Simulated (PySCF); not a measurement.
## Calculated data, ClH$_{2}$Si

Computed with PySCF 2.14.0. Calculation on a computer-drawn molecule: vertical ionisation energy to the stated ion spin, frozen-core CCSD(T) at the basis limit and cheaper methods, single-reference cases, UHF for radicals, no spin-orbit; all values are single points at the evaluated structure, the first of each entry, which is the reference or a displaced copy of it and isn't optimised; the reference structure only sets the zero of the energies above reference; triples share is (T) over the correlation energy.

Common to all runs: charge 1; multiplicity 1; ion multiplicity 2; diffuse functions no; basis cc-pV(n+d)Z; reference is the Hartree-Fock double-zeta minimum; best is HF at quadruple zeta + MP2 correlation extrapolated from triple and quadruple zeta + CCSD(T) minus MP2 at triple zeta; basis step is the size of the change from the same recipe one zeta lower.

(1) ClH$_{2}$Si

Evaluated structure:
```xyz
4
ClH2Si
Si    -0.5530    -0.3027    -1.3284
Cl    -1.9022     0.7120    -2.2896
H      0.5457     0.4241    -1.0081
H     -0.8934    -1.5704    -0.9797
```

Reference structure:
```xyz
4
ClH2Si
Si    -0.6180    -0.2505    -1.3250
Cl    -2.0125     0.7703    -2.2321
H      0.5982     0.4416    -0.9209
H     -0.8413    -1.6695    -1.0833
```

| Item | Value |
| --- | --- |
| ionisation energy best | 18.99 eV |
| ionisation energy basis step | 0.07512 eV |
| energy above reference best | 6.718 kcal/mol |
| energy above reference basis step | 0.1249 kcal/mol |
| ionisation energy Koopmans at triple zeta | 19.28 eV |
| ionisation energy EOM CCSD at triple zeta | 18.83 eV |
| total energy HF triple zeta | -749.3552 hartree |
| total energy CCSD(T) triple zeta | -749.6837 hartree |
| total energy best | -749.7369 hartree |
| T1 diagnostic at triple zeta | 0.01277 |
| D1 diagnostic at triple zeta | 0.03669 |
| ion T1 diagnostic at triple zeta | 0.02634 |
| ion D1 diagnostic at triple zeta | 0.1119 |
| ion spin squared at triple zeta | 0.7623 |
| triples share at triple zeta | 0.03726 |
| basis functions triple zeta | 106 |

Drawn bonds:
```tsv
atom	other atom	order
1	2	1
1	3	1
1	4	1
```

Triple zeta:
```tsv
method	ionisation energy (eV)	energy above reference (kcal/mol)
HF	17.71	6.141
PBE	18.54	8.149
r2SCAN	18.67	7.112
B3LYP	18.73	6.831
wB97X	18.81	6.698
MP2	18.96	6.362
CCSD	18.73	6.654
CCSD(T)	18.8	6.805
```

(2) ClH$_{2}$Si

Evaluated structure:
```xyz
4
ClH2Si
Si    -0.5530    -0.3027    -1.3284
Cl    -1.9022     0.7120    -2.2896
H      0.5457     0.4241    -1.0081
H     -0.8653    -1.4659    -1.0085
```

Reference structure:
```xyz
4
ClH2Si
Si    -0.6180    -0.2505    -1.3250
Cl    -2.0125     0.7703    -2.2321
H      0.5982     0.4416    -0.9209
H     -0.8413    -1.6695    -1.0833
```

| Quantity | Value |
| --- | --- |
| ionisation energy best | 19.03 eV |
| ionisation energy basis step | 0.07601 eV |
| energy above reference best | 18.8 kcal/mol |
| energy above reference basis step | 0.2847 kcal/mol |
| ionisation energy Koopmans at triple zeta | 19.32 eV |
| ionisation energy EOM CCSD at triple zeta | 18.88 eV |
| total energy HF triple zeta | -749.3363 hartree |
| total energy CCSD(T) triple zeta | -749.6645 hartree |
| total energy best | -749.7176 hartree |
| T1 diagnostic at triple zeta | 0.01273 |
| D1 diagnostic at triple zeta | 0.03683 |
| ion T1 diagnostic at triple zeta | 0.02376 |
| ion D1 diagnostic at triple zeta | 0.09918 |
| ion spin squared at triple zeta | 0.762 |
| triples share at triple zeta | 0.03698 |
| basis functions triple zeta | 106 |

Drawn bonds:
```tsv
atom	other atom	order
1	2	1
1	3	1
1	4	1
```

Triple zeta:
```tsv
method	ionisation energy (eV)	energy above reference (kcal/mol)
HF	17.74	17.98
PBE	18.63	20.89
r2SCAN	18.74	19.34
B3LYP	18.8	18.79
wB97X	18.86	18.76
MP2	19	18.24
CCSD	18.77	18.62
CCSD(T)	18.84	18.83
```

(3) ClH$_{2}$Si

Evaluated structure:
```xyz
4
ClH2Si
Si    -0.5530    -0.3027    -1.3284
Cl    -1.9022     0.7120    -2.2896
H      0.5457     0.4241    -1.0081
H     -0.9310    -1.7104    -0.9412
```

Reference structure:
```xyz
4
ClH2Si
Si    -0.6180    -0.2505    -1.3250
Cl    -2.0125     0.7703    -2.2321
H      0.5982     0.4416    -0.9209
H     -0.8413    -1.6695    -1.0833
```

| Quantity | Value |
| --- | --- |
| ionisation energy best | 18.9 eV |
| ionisation energy basis step | 0.07263 eV |
| energy above reference best | 4.281 kcal/mol |
| energy above reference basis step | 0.01091 kcal/mol |
| ionisation energy Koopmans at triple zeta | 19.19 eV |
| ionisation energy EOM CCSD at triple zeta | 18.74 eV |
| total energy HF triple zeta | -749.3580 hartree |
| total energy CCSD(T) triple zeta | -749.6876 hartree |
| total energy best | -749.7408 hartree |
| T1 diagnostic at triple zeta | 0.01291 |
| D1 diagnostic at triple zeta | 0.03658 |
| ion T1 diagnostic at triple zeta | 0.03201 |
| ion D1 diagnostic at triple zeta | 0.1395 |
| ion spin squared at triple zeta | 0.7633 |
| triples share at triple zeta | 0.03771 |
| basis functions triple zeta | 106 |

Drawn bonds:
```tsv
atom	other atom	order
1	2	1
1	3	1
1	4	1
```

Triple zeta:
```tsv
method	ionisation energy (eV)	energy above reference (kcal/mol)
HF	17.67	4.357
PBE	18.39	4.558
r2SCAN	18.53	4.32
B3LYP	18.6	4.291
wB97X	18.72	4.232
MP2	18.9	4.276
CCSD	18.66	4.335
CCSD(T)	18.71	4.37
```

(4) ClH$_{2}$Si

Evaluated structure:
```xyz
4
ClH2Si
Si    -0.5530    -0.3027    -1.3284
Cl    -1.9022     0.7120    -2.2896
H      0.5457     0.4241    -1.0081
H     -0.9428    -1.7543    -0.9291
```

Reference structure:
```xyz
4
ClH2Si
Si    -0.6180    -0.2505    -1.3250
Cl    -2.0125     0.7703    -2.2321
H      0.5982     0.4416    -0.9209
H     -0.8413    -1.6695    -1.0833
```

| Item | Value |
| --- | --- |
| ionisation energy best | 18.86 eV |
| ionisation energy basis step | 0.07139 eV |
| energy above reference best | 5.562 kcal/mol |
| energy above reference basis step | 0.03226 kcal/mol |
| ionisation energy Koopmans at triple zeta | 19.15 eV |
| ionisation energy EOM CCSD at triple zeta | 18.71 eV |
| total energy HF triple zeta | -749.3555 hartree |
| total energy CCSD(T) triple zeta | -749.6856 hartree |
| total energy best | -749.7387 hartree |
| T1 diagnostic at triple zeta | 0.01297 |
| D1 diagnostic at triple zeta | 0.03656 |
| ion T1 diagnostic at triple zeta | 0.03445 |
| ion D1 diagnostic at triple zeta | 0.1512 |
| ion spin squared at triple zeta | 0.764 |
| triples share at triple zeta | 0.03787 |
| basis functions triple zeta | 106 |

Drawn bonds:
```tsv
atom	other atom	order
1	2	1
1	3	1
1	4	1
```

Triple zeta:
```tsv
method	ionisation energy (eV)	energy above reference (kcal/mol)
HF	17.65	5.925
PBE	18.34	5.448
r2SCAN	18.47	5.471
B3LYP	18.55	5.501
wB97X	18.69	5.523
MP2	18.87	5.692
CCSD	18.63	5.648
CCSD(T)	18.68	5.638
```

(5) ClH$_{2}$Si

Evaluated structure:
```xyz
4
ClH2Si
Si    -0.5530    -0.3027    -1.3284
Cl    -1.9022     0.7120    -2.2896
H      0.5457     0.4241    -1.0081
H     -0.9601    -1.8187    -0.9114
```

Reference structure:
```xyz
4
ClH2Si
Si    -0.6180    -0.2505    -1.3250
Cl    -2.0125     0.7703    -2.2321
H      0.5982     0.4416    -0.9209
H     -0.8413    -1.6695    -1.0833
```

| Item | Value |
| --- | --- |
| ionisation energy best | 18.8 eV |
| ionisation energy basis step | 0.06893 eV |
| energy above reference best | 8.603 kcal/mol |
| energy above reference basis step | 0.04704 kcal/mol |
| ionisation energy Koopmans at triple zeta | 19.07 eV |
| ionisation energy EOM CCSD at triple zeta | 18.65 eV |
| total energy HF triple zeta | -749.3499 hartree |
| total energy CCSD(T) triple zeta | -749.6807 hartree |
| total energy best | -749.7339 hartree |
| T1 diagnostic at triple zeta | 0.01308 |
| D1 diagnostic at triple zeta | 0.03654 |
| ion T1 diagnostic at triple zeta | 0.03867 |
| ion D1 diagnostic at triple zeta | 0.1712 |
| ion spin squared at triple zeta | 0.7657 |
| triples share at triple zeta | 0.03811 |
| basis functions triple zeta | 106 |

Drawn bonds:
```tsv
atom	other atom	order
1	2	1
1	3	1
1	4	1
```

Triple zeta:
```tsv
method	ionisation energy (eV)	energy above reference (kcal/mol)
HF	17.63	9.464
PBE	18.25	7.908
r2SCAN	18.38	8.32
B3LYP	18.47	8.421
wB97X	18.62	8.61
MP2	18.83	8.957
CCSD	18.57	8.735
CCSD(T)	18.62	8.654
```

(6) ClH$_{2}$Si

Evaluated structure:
```xyz
4
ClH2Si
Si    -0.6362    -0.1954    -1.2272
Cl    -2.0453     0.7987    -2.3117
H      0.6350     0.4204    -0.9746
H     -0.8139    -1.6336    -1.0983
```

Reference structure:
```xyz
4
ClH2Si
Si    -0.6180    -0.2505    -1.3250
Cl    -2.0125     0.7703    -2.2321
H      0.5982     0.4416    -0.9209
H     -0.8413    -1.6695    -1.0833
```

| Property | Result |
| --- | --- |
| ionisation energy best | 18.69 eV |
| ionisation energy basis step | 0.06938 eV |
| energy above reference best | 4.13 kcal/mol |
| energy above reference basis step | 0.4301 kcal/mol |
| ionisation energy Koopmans at triple zeta | 19.05 eV |
| ionisation energy EOM CCSD at triple zeta | 18.55 eV |
| total energy HF triple zeta | -749.3578 hartree |
| total energy CCSD(T) triple zeta | -749.6885 hartree |
| total energy best | -749.7410 hartree |
| T1 diagnostic at triple zeta | 0.01462 |
| D1 diagnostic at triple zeta | 0.04278 |
| ion T1 diagnostic at triple zeta | 0.02719 |
| ion D1 diagnostic at triple zeta | 0.1152 |
| ion spin squared at triple zeta | 0.7623 |
| triples share at triple zeta | 0.03873 |
| basis functions triple zeta | 106 |

Drawn bonds:
```tsv
atom	other atom	order
1	2	1
1	3	1
1	4	1
```

Triple zeta:
```tsv
method	ionisation energy (eV)	energy above reference (kcal/mol)
HF	17.4	4.514
PBE	18.26	3.307
r2SCAN	18.39	3.974
B3LYP	18.45	3.574
wB97X	18.53	4.461
MP2	18.67	4.142
CCSD	18.44	4.006
CCSD(T)	18.51	3.802
```

(7) ClH$_{2}$Si

Evaluated structure:
```xyz
4
ClH2Si
Si    -0.5936    -0.2685    -1.3144
Cl    -2.0300     0.7067    -2.1990
H      0.5608     0.3359    -0.9641
H     -0.7853    -1.6460    -1.0185
```

Reference structure:
```xyz
4
ClH2Si
Si    -0.6180    -0.2505    -1.3250
Cl    -2.0125     0.7703    -2.2321
H      0.5982     0.4416    -0.9209
H     -0.8413    -1.6695    -1.0833
```

| Property | Result |
| --- | --- |
| ionisation energy best | 19.08 eV |
| ionisation energy basis step | 0.07374 eV |
| energy above reference best | 4.076 kcal/mol |
| energy above reference basis step | 0.1564 kcal/mol |
| ionisation energy Koopmans at triple zeta | 19.38 eV |
| ionisation energy EOM CCSD at triple zeta | 18.93 eV |
| total energy HF triple zeta | -749.3594 hartree |
| total energy CCSD(T) triple zeta | -749.6881 hartree |
| total energy best | -749.7411 hartree |
| T1 diagnostic at triple zeta | 0.01262 |
| D1 diagnostic at triple zeta | 0.03559 |
| ion T1 diagnostic at triple zeta | 0.03254 |
| ion D1 diagnostic at triple zeta | 0.1427 |
| ion spin squared at triple zeta | 0.763 |
| triples share at triple zeta | 0.03741 |
| basis functions triple zeta | 106 |

Drawn bonds:
```tsv
atom	other atom	order
1	2	1
1	3	1
1	4	1
```

Triple zeta:
```tsv
method	ionisation energy (eV)	energy above reference (kcal/mol)
HF	17.85	3.466
PBE	18.54	5.22
r2SCAN	18.69	4.427
B3LYP	18.76	4.181
wB97X	18.9	4.116
MP2	19.08	3.733
CCSD	18.83	3.928
CCSD(T)	18.89	4.045
```

(8) ClH$_{2}$Si

Evaluated structure:
```xyz
4
ClH2Si
Si    -0.6199    -0.2494    -1.3245
Cl    -2.0076     0.7704    -2.2328
H      0.5966     0.4328    -0.9210
H     -0.8384    -1.6748    -1.0787
```

Reference structure:
```xyz
4
ClH2Si
Si    -0.6180    -0.2505    -1.3250
Cl    -2.0125     0.7703    -2.2321
H      0.5982     0.4416    -0.9209
H     -0.8413    -1.6695    -1.0833
```

Drawn bonds:
```tsv
atom	other atom	order
1	2	1
1	3	1
1	4	1
```

To be estimated
1. Estimate the D1 diagnostic at triple zeta of ClH$_{2}$Si (entry 8).
2. Give the table of triple zeta values for ClH$_{2}$Si (entry 8).

Calculated values
1. 0.03572
2. 
Triple zeta:
```tsv
method	ionisation energy (eV)	energy above reference (kcal/mol)
HF	17.77	-0.004534
PBE	18.39	0.04619
r2SCAN	18.54	0.01288
B3LYP	18.62	0.03263
wB97X	18.78	-0.007451
MP2	18.99	0.009508
CCSD	18.73	0.01244
CCSD(T)	18.78	0.02213
```

Further results for ClH$_{2}$Si (entry 8):

| Property | Result |
| --- | --- |
| ionisation energy best | 18.96 eV |
| ionisation energy basis step | 0.07164 eV |
| energy above reference best | 0.005533 kcal/mol |
| energy above reference basis step | 0.02263 kcal/mol |
| ionisation energy Koopmans at triple zeta | 19.25 eV |
| ionisation energy EOM CCSD at triple zeta | 18.81 eV |
| total energy HF triple zeta | -749.3650 hartree |
| total energy CCSD(T) triple zeta | -749.6945 hartree |
| total energy best | -749.7476 hartree |
| T1 diagnostic at triple zeta | 0.01278 |
| ion T1 diagnostic at triple zeta | 0.03718 |
| ion D1 diagnostic at triple zeta | 0.1648 |
| ion spin squared at triple zeta | 0.7639 |
| triples share at triple zeta | 0.03783 |
| basis functions triple zeta | 106 |
